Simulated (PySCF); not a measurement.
Cl2GeH4OSi, SMILES Cl[Si](Cl)([GeH3])O. Atoms are numbered in the order given.

```xyz
9

O      0.7859     1.9517     0.0000
Si     0.5273     0.3238     0.0000
Cl     1.4186    -0.5342    -1.6517
Cl     1.4186    -0.5342     1.6517
Ge    -1.7747    -0.1126     0.0000
H      1.6954     2.2726     0.0000
H     -2.4171     0.4896     1.2556
H     -1.9739    -1.6333     0.0000
H     -2.4171     0.4896    -1.2556
```

Coordinates come from a ωB97X-D3(BJ)/def2-SVP optimisation. This is a generated structure with no PubChem entry under its InChIKey; it may be hypothetical. One conformer was computed; it need not be the lowest.

Two levels are set side by side: PBE/pcSseg-1 (PySCF) and KT2/pcSseg-1 (PySCF). GIAO shifts against GeH4 (⁷³Ge), H2O (¹⁷O), HCl (³⁵Cl), TMS (²⁹Si), TMS (¹H) at the same level; non-relativistic, no solvent, atoms listed together averaged. Without spin–orbit terms, shifts of atoms bonded to Cl or Br come out too high at both levels. Differences are taken from unrounded values.

```csv
quantity,KT2,PBE,PBE minus KT2
δ(¹⁷O) of O1 (ppm),112.4,114.5,2.1
δ(²⁹Si) of Si2 (ppm),20.9,21.1,0.2
"δ(³⁵Cl) of Cl3, Cl4 (ppm)",191.2,188.9,-2.3
δ(⁷³Ge) of Ge5 (ppm),2.7,3.5,0.8
δ(¹H) of H6 (ppm),3.16,3.10,-0.06
```

Rough cost on one machine, each run with all the roots and properties that it gave: KT2 against PBE within a factor of 2.
